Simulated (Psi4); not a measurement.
methylenecyclopropane (C4H6), singlet, geometry from GFN2-xTB; CCSD/def2-SVP in Psi4 1.11.

The Psi4 input:
```
memory 2 GB

molecule mol {
0 1
C    -0.001293   -0.002752    0.320815
C     0.004760   -0.750843   -0.937433
C     0.002744    0.766812   -0.924425
C    -0.006562   -0.013963    1.627915
H    -0.897060   -1.263299   -1.242085
H     0.910337   -1.260961   -1.234780
H     0.906956    1.284356   -1.212962
H    -0.900441    1.282018   -1.220268
H    -0.007627   -0.936362    2.186569
H    -0.010064    0.898719    2.202298
}

set {
  basis def2-svp
  reference rhf
  freeze_core true
}

energy('ccsd')
print_variables()
```

Problem. Predict the main parts of the log of this Psi4 run.

Solution. 
```
   => Loading Basis Set <=

    Name: DEF2-SVP
    Role: ORBITAL
    Keyword: BASIS

         ---------------------------------------------------------
                                   SCF
               by Justin Turney, Rob Parrish, Andy Simmonett
                          and Daniel G. A. Smith
                              RHF Reference
         ---------------------------------------------------------

  ==> Geometry <==

    Molecular point group: c1
    Full point group: C1

    Geometry (in Angstrom), charge = 0, multiplicity = 1:

       Center              X                  Y                   Z               Mass
    ------------   -----------------  -----------------  -----------------  -----------------
         C           -0.001254245554    -0.002669737925     0.311246331051    12.000000000000
         C            0.004798754446    -0.750760737925    -0.947001668949    12.000000000000
         C            0.002782754446     0.766894262075    -0.933993668949    12.000000000000
         C           -0.006523245554    -0.013880737925     1.618346331051    12.000000000000
         H           -0.897021245554    -1.263216737925    -1.251653668949     1.007825032230
         H            0.910375754446    -1.260878737925    -1.244348668949     1.007825032230
         H            0.906994754446     1.284438262075    -1.222530668949     1.007825032230
         H           -0.900402245554     1.282100262075    -1.229836668949     1.007825032230
         H           -0.007588245554    -0.936279737925     2.177000331051     1.007825032230
         H           -0.010025245554     0.898801262075     2.192729331051     1.007825032230

  Running in c1 symmetry.

  Rotational constants: A =      0.66526  B =      0.23121  C =      0.18390 [cm^-1]
  Rotational constants: A =  19944.00590  B =   6931.55385  C =   5513.31374 [MHz]
  Nuclear repulsion =  110.001000606512434

  Charge       = 0
  Multiplicity = 1
  Electrons    = 30
  Nalpha       = 15
  Nbeta        = 15

  ==> Algorithm <==

  SCF Algorithm Type is PK.
  DIIS enabled.
  MOM disabled.
  Fractional occupation disabled.
  Guess Type is SAD.
  Energy threshold   = 1.00e-08
  Density threshold  = 1.00e-08
  Integral threshold = 1.00e-12

  ==> Primary Basis <==

  Basis Set: DEF2-SVP
    Blend: DEF2-SVP
    Number of shells: 42
    Number of basis functions: 86
    Number of Cartesian functions: 90
    Spherical Harmonics?: true
    Max angular momentum: 2

  ==> Integral Setup <==

[...]
  @RHF Final Energy:  -154.77767496598045
    Total Energy =                       -154.7776749659804523
[...]
     9        -0.581836579343176    5.382e-06    0.009375    0.031670    0.031670    0.188774
    10        -0.581836549384793    1.729e-06    0.009375    0.031671    0.031671    0.188774
    11        -0.581836585895663    5.792e-07    0.009375    0.031671    0.031671    0.188774
    12        -0.581836603912290    1.762e-07    0.009375    0.031671    0.031671    0.188773
    13        -0.581836609851156    4.677e-08    0.009375    0.031671    0.031671    0.188773

    Iterations converged.

    Largest TIA Amplitudes:
             10  16         0.0225580189
             10  15         0.0127011967
              4   0         0.0114732234
             10   0         0.0084509429
             10  32         0.0080569894
             10  19         0.0077787551
              8  37         0.0076905838
              8  17        -0.0065795417
              9   7        -0.0063595681
              9  29         0.0059345284

    Largest TIjAb Amplitudes:
     10  10   0   0        -0.0971660249
     10  10   0   5        -0.0506297260
     10  10   5   0        -0.0506297260
      8   8   7   7        -0.0357368317
     10  10   0  19        -0.0310686862
     10  10  19   0        -0.0310686862
     10  10   5   5        -0.0298776220
      6   6   4   4        -0.0211130922
      7   7  26  26        -0.0208996420
      9   9   7   7        -0.0206534995

    SCF energy       (wfn)                    = -154.777674965980452
    Reference energy (file100)                = -154.777674965980253

    Opposite-spin MP2 correlation energy      =   -0.411015545373570
    Same-spin MP2 correlation energy          =   -0.127901566313016
    Singles MP2 correlation energy            =   -0.000000000000000
    MP2 correlation energy                    =   -0.538917111686586
      * MP2 total energy                      = -155.316592077666826

    Opposite-spin CCSD correlation energy     =   -0.465030276568196
    Same-spin CCSD correlation energy         =   -0.116806333282959
    Singles CCSD correlation energy           =    0.000000000000000
    CCSD correlation energy                   =   -0.581836609851156
      * CCSD total energy                     = -155.359511575831419

  Variable Map:
  ----------------------------------------------------------------------------
[...]
  Array Variable Map:
  ----------------------------------------------------------------------------
[...]
[...]
```
